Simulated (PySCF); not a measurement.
Which determinant of SrCl lies lowest?

Unrestricted PBE0; PySCF, scalar-relativistic core potentials, basis sets Sr def2-SVP with ECP28, Cl def2-SVP. Outer shells of the fragments: Sr 5s2; Cl 3s2 3p5.

Followed along the bond (rough minima from three points):

| 2Ms+1 | unpaired | ⟨S²⟩ at the start | R at minimum (Å) | Te (eV) |
| --- | --- | --- | --- | --- |
| 2 | σ ↑ | 0.75 | 2.60 | 0.00 |
| 2 | π ↑ | 0.75 | 2.59 | 1.61 |
| 4 | σ ↑, π ↑↑ | 3.75 | none in the scan | ≤ 5.97 |

Solutions found at the starting distance of 2.680 Å, counted from the lowest of them; the search is not exhaustive and high or unbound solutions are not listed, so other states can lie among these:

```json
{"2Ms+1": "2", "unpaired": "σ ↑", "term": "²Σ⁺", "E (eV)": "0.00", "⟨S²⟩": "0.75", "⟨Lz²⟩": "0.00", "μ (D)": "-4.93"}
{"2Ms+1": "2", "unpaired": "π ↑", "term": "²Π", "E (eV)": "1.62", "⟨S²⟩": "0.75", "⟨Lz²⟩": "1.00", "μ (D)": "-3.93"}
{"2Ms+1": "2", "unpaired": "δ ↑", "term": "²Δ", "E (eV)": "1.91", "⟨S²⟩": "0.75", "⟨Lz²⟩": "4.00", "μ (D)": "-8.48"}
{"2Ms+1": "4", "unpaired": "σ ↑, π ↑↑", "term": "mixed", "E (eV)": "6.22", "⟨S²⟩": "3.75", "⟨Lz²⟩": "2.02", "μ (D)": "2.68"}
{"2Ms+1": "4", "unpaired": "σ ↑, π ↑↑", "term": "mixed", "E (eV)": "6.29", "⟨S²⟩": "3.75", "⟨Lz²⟩": "2.01", "μ (D)": "4.06"}
{"2Ms+1": "4", "unpaired": "σ ↑↑, π ↑", "term": "⁴Π", "E (eV)": "6.36", "⟨S²⟩": "3.75", "⟨Lz²⟩": "1.06", "μ (D)": "5.73"}
{"2Ms+1": "4", "unpaired": "σ ↑, π ↑, δ ↑", "term": "mixed", "E (eV)": "6.38", "⟨S²⟩": "3.75", "⟨Lz²⟩": "5.00", "μ (D)": "2.06"}
{"2Ms+1": "4", "unpaired": "σ ↑, π ↑, δ ↑", "term": "mixed", "E (eV)": "6.38", "⟨S²⟩": "3.75", "⟨Lz²⟩": "4.82", "μ (D)": "2.23"}
```

A term symbol is given only where ⟨S²⟩ and ⟨Lz²⟩ are close to those of a pure state; real π, δ and φ orbitals otherwise mix terms. A positive dipole means Sr(−)Cl(+).

Spin–orbit coupling is left out. Counting both spins, an empty level lies below a filled one in some of these solutions, because spin and occupation are held.
